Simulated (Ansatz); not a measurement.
Method: frozen-core CCSD(T)/def2-TZVPP // CAM-B3LYP-D3(BJ)/def2-TZVP (Ansatz, a first-principles code). The geometry is that of the parent before the electron was removed.

Ansatz 0.2 input:
```yaml
crystal:
  periodic: [false, false, false]
  atoms:
    - { symbol: S, position_ang: [1.554485, -0.713408, 0.187291] }
    - { symbol: In, position_ang: [-0.720368, -0.064819, -0.138579] }
    - { symbol: H, position_ang: [2.006364, 0.526702, 0.415568] }
    - { symbol: H, position_ang: [-1.774246, -1.36194, -0.47815] }
    - { symbol: H, position_ang: [-1.062907, 1.601719, -0.002406] }
basis:
  gaussian: { orbitals: def2-TZVPP }
correlation:
  method: ccsd_t
total_charge: 1
magnetization:
  spin_polarized: true
  initial_magnetization: 1
```

Output:

```
Functional definition: HF
952 factors; integrals over basis functions are off by at most 7.8e-4 eV
mean field evaluation 1: about -15999.8668 eV, gradient 2.3e1 eV
mean field evaluation 2: about -15999.8731 eV, gradient 2.2e1 eV
mean field evaluation 4: about -16003.7332 eV, gradient 2.8e0 eV
mean field evaluation 8: about -16003.9760 eV, gradient 3.8e-1 eV
mean field evaluation 16: about -16003.8987 eV, gradient 7.9e0 eV
mean field evaluation 32: about -16003.7326 eV, gradient 2.8e0 eV
mean field evaluation 64: about -16003.9409 eV, gradient 8.8e-1 eV
mean field evaluation 96: about -16003.6403 eV, gradient 3.2e0 eV
mean field evaluation 128: about -16003.9233 eV, gradient 2.0e-1 eV
mean field evaluation 160: about -15999.7744 eV, gradient 1.2e1 eV
mean field evaluation 192: about -16004.8797 eV, gradient 4.7e-2 eV
mean field evaluation 224: about -16001.0790 eV, gradient 2.4e-3 eV
mean field evaluation 256: about -15999.8463 eV, gradient 2.4e-1 eV
mean field evaluation 288: about -15998.7874 eV, gradient 4.9e0 eV
mean field evaluation 320: about -16000.0287 eV, gradient 4.8e-1 eV
mean field evaluation 352: about -15998.7007 eV, gradient 1.4e-1 eV
mean field evaluation 384: about -16005.8112 eV, gradient 3.7e-1 eV
mean field evaluation 416: about -16004.8793 eV, gradient 3.4e-3 eV
mean field -16005.81554928 eV, -588.2028723046 hartree, gradient 2.8e-6 eV, S^2 0.764187; 6 other end points of the search recorded, 0 dependent functions left out
determinant -16005.81554928 eV, -588.2028723046 hartree, with singles and doubles -16018.42542258 eV, -588.6662766011 hartree
determinant -16004.87931876 eV, -588.1684664676 hartree, with singles and doubles -16017.66926517 eV, -588.6384883287 hartree
determinant -16003.92358510 eV, -588.1333439033 hartree, with singles and doubles -16016.82842195 eV, -588.6075879104 hartree
9 core orbitals not correlated
reference -16005.81554928 eV, -588.2028723046 hartree; 11, 10 occupied and 114, 115 virtual orbitals, 952 factors
second order -11.69767979 eV of doubles, -0.00000000 eV of singles
cycle   1  -12.46889190 eV  change   -5.7e-1 eV  update   2.4e-2
cycle   2  -12.49287165 eV  change   -2.4e-2 eV  update   6.0e-3
cycle   3  -12.49783741 eV  change   -5.0e-3 eV  update   2.3e-3
cycle   4  -12.49934859 eV  change   -1.5e-3 eV  update   6.3e-4
cycle   5  -12.49952143 eV  change   -1.7e-4 eV  update   2.0e-4
cycle   6  -12.49959040 eV  change   -6.9e-5 eV  update   6.7e-5
cycle   7  -12.49961331 eV  change   -2.3e-5 eV  update   2.5e-5
perturbative correction -0.37989030 eV, -0.0139607111 hartree
Total energy: -16018.69505289 eV, -588.6761853324 hartree
```

Cost: very roughly 110 core-seconds.
